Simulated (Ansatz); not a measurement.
```yaml
crystal:
  periodic: [false, false, false]
  atoms:
    - {symbol: Cd, position_ang: [-0.000127, 0.000120, 0.000136]}
    - {symbol: Cl, position_ang: [0.011413, -0.018217, 2.541803]}
    - {symbol: Cl, position_ang: [2.392736, 0.011877, -0.858173]}
    - {symbol: Cl, position_ang: [-1.206950, 2.078589, -0.827046]}
    - {symbol: Cl, position_ang: [-1.197073, -2.072369, -0.856720]}
basis:
  gaussian: {orbitals: def2-TZVPP}
total_charge: -2
magnetization: {spin_polarized: true, initial_magnetization: 0}
hamiltonian: {xc: {name: r2SCAN0}, dispersion: d4}
```

```sh
$ ansatz run in.yaml --threads 4 --pin off --events-out ev --progress --plain --max-ram 3916MiB
```

It prints (some lines left out):

```
Functional definition: r2SCAN0
1709 factors; their error is unknown
mean field evaluation 1: about -54659.5810 eV, gradient 1.8e1 eV
mean field evaluation 2: about -54659.0841 eV, gradient 2.3e1 eV
mean field evaluation 4: about -54661.0942 eV, gradient 5.6e-1 eV
mean field evaluation 8: about -54661.2906 eV, gradient 1.9e-1 eV
mean field -54661.29061548 eV, -2008.7653793653 hartree, gradient 4.0e-5 eV, S^2 0.000000; 0 other end points of the search recorded, 0 dependent functions left out
reference -54661.29062557 eV, -2008.7653797363 hartree; 45, 45 occupied and 179, 179 virtual orbitals, 1709 factors
Total energy: -54661.36209402 eV, -2008.7680061532 hartree
```

Hardware: 4 threads of Arm Neoverse V1 on a shared host. Wall time 15 s, peak host memory 1.2 GiB.

In the def2 sets Cd takes a core potential; there is no spin–orbit coupling. A multiply charged anion in the gas phase is held together partly by the finite basis. The highest occupied level of an anion often lies above zero with these methods, and sets without diffuse functions describe the outer electron poorly.
